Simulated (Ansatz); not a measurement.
Mulliken charges of B$_{2}$Cl$_{2}$H$_{4}$O$_{2}$ (`Cl[B@H-]1[OH+][B@H-](Cl)[OH+]1`) from r2SCAN/def2-TZVPP in Ansatz (PBE0-D4/def2-TZVP geometry).

```csv
atom,x (Å),y (Å),z (Å),charge (e)
Cl1,-1.705,-1.384,0.965,-0.225
B2,-0.714,0.132,0.835,0.190
O3,0.791,-0.186,0.767,-0.146
B4,0.798,0.115,-0.752,0.103
Cl5,1.951,1.414,-1.179,-0.207
O6,-0.653,0.640,-0.617,-0.146
H7,-0.985,0.979,1.624,-0.019
H8,1.010,-1.098,0.988,0.221
H9,0.870,-0.876,-1.418,0.008
H10,-1.281,0.213,-1.209,0.221
```

Q: By hand: the dipole of these point charges (1 e Å = 4.8032 D).

A: Σ q r = (-0.128, -0.232, -0.005) e Å, of length 0.265 e Å = 1.27 D.

Q: How does the dipole of the full density compare? (An estimate is asked.)

A: Computed: (-0.144, -0.345, -0.055) e Å, 1.81 D; the point charges give 0.70 times that, at 10° from its direction.

Point charges leave out the atoms' own dipoles, such as those of lone pairs, and Mulliken's split depends on the basis, so the two needn't agree.
